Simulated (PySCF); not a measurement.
Level of theory: PySCF, PBE0, basis Sb def2-TZVP with ECP28, Cl def2-TZVP (scalar-relativistic core potentials, no spin–orbit coupling, density fitting). Open shells, if any, are unrestricted.

Q: What shape and geometry does isolated singlet SbCl₄⁺ take (every ligand bound to Sb)?

A: Counting electrons, antimony keeps none of its valence electrons outside its bonds, so the VSEPR class is AX4 and the expected shape is tetrahedral (Td), as computed. The lowest minimum found is a singlet of Td symmetry with Sb–Cl 2.236 Å (×4); Cl–Sb–Cl 109.5° (×6). Its harmonic wavenumbers are 107 (e), 138 (t2), 399 (a1), 451 (t2) cm⁻¹ and its dipole moment is 0.00 D about the centre of mass.

Only a few start shapes were tried, so a lower isomer may exist.
